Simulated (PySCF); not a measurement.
VOF2, SMILES [O]=[V]([F])[F] (connectivity only; charge and spin as stated), neutral, multiplicity 2.

Geometry: PBE0-D3(BJ)/def2-SVP. The spin state was assumed, not searched. The isomer is the one that the SMILES or the coordinates give; other isomers of the formula were not compared.

Level of theory: PySCF with PBE0-D3(BJ)/def2-SVP.

Frequencies are harmonic and unscaled.

| mode | ν (cm⁻¹) | IR (km/mol) | moving atoms (share of kinetic energy) |
|---|---|---|---|
| 1 | 89 | 57.9 | V 48 %, F 35 %, O 17 % |
| 2 | 204 | 12.3 | F 71 %, V 18 %, O 11 % |
| 3 | 284 | 6.2 | O 57 %, F 32 %, V 11 % |
| 4 | 712 | 73.1 | F 87 %, V 10 % |
| 5 | 823 | 200.5 | F 60 %, V 40 % |
| 6 | 1168 | 196.6 | O 75 %, V 25 % |
